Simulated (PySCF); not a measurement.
ClHSSi, neutral, multiplicity 1. Atoms are numbered in the order given.

```xyz
4

Si     0.9682    -0.0199     0.0000
Cl    -0.3901    -1.6031     0.0000
S     -0.4633     1.5636     0.0000
H      0.4894     2.5140     0.0000
```
Charge 0, spin multiplicity 1.

Geometry: PBE0-D3(BJ)/def2-TZVP. Other conformers were not sampled.

These are r2SCAN/def2-TZVPD run with PySCF values and carry that method's errors.

Isolated molecule, no solvent.

- total energy: -1148.48770 hartree
- point group: Cs
- highest occupied level: -6.42 eV
- lowest empty level: -3.22 eV
- orbital gap: 3.19 eV
- dipole moment: 1.59 D
- quadrupole, principal values (traceless, Buckingham form, about the centre of nuclear charge): -3.41, 0.01, 3.41 D·Å
- mean static polarisability: 68.0 bohr³ (10.08 Å³)
- polarisability, principal values: 51.6, 66.7, 85.9 bohr³
